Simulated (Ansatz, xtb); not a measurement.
# Isomers of C6H10O in order of energy

4 gas-phase structures of C6H10O, from a drawn sample of its isomers (lower ones may exist). Each was relaxed with GFN2-xTB; where two conformers were screened, the lower at r2SCAN-D4/def2-SVP is listed:

A. `C[C@@H]1CC[C@H]1C=O`, a singlet
B. `C[C@H]1C[C@H](C=O)C1`, a singlet
C. `C[C@@H]1CC[C@@H]1C=O`, a singlet
D. `CC1(C=O)CCC1`, a singlet

Task: Which do you expect lowest at r2SCAN-D4/def2-SVP, and how would the others follow?

Result: Calculated order at r2SCAN-D4/def2-SVP: D (0.0), A (0.1), C (1.4), B (1.9) kcal/mol. Less than 1 kcal/mol parts D and A; C and B, so the order within those pairs means little.

Energies above the lowest of each column, in kcal/mol; the last columns are at PBE0-D3(BJ)/def2-SVP geometries:

```csv
structure,GFN2-xTB,HF/STO-3G,r2SCAN-D4/def2-SVP,PBE0-D3(BJ)/def2-SVP,CCSD(T)/def2-SVP + ΔMP2/def2-TZVPP
D,0.0,0.4,0.0,0.2,0.0
A,0.0,0.0,0.1,0.0,0.5
C,0.9,1.1,1.4,0.8,1.2
B,0.2,0.2,1.9,1.6,1.4
```

CCSD(T)/def2-SVP + ΔMP2/def2-TZVPP has A and D within 1 kcal/mol of each other at the bottom, and every level picks one of them. Some further structures that were screened fall inside this span and aren't listed. Flexible structures stand in one conformer each, not always the lowest. ΔMP2 is the change of the MP2 energy from the smaller to the larger basis.

Over these structures GFN2-xTB departs from r2SCAN-D4/def2-SVP by 0.5 kcal/mol on average once a common shift is removed. A GFN2-xTB relaxation took about 0.57 s and the r2SCAN-D4/def2-SVP energy about 5.7 s on a shared host (Ansatz 0.2.0, xtb 6.7.1).
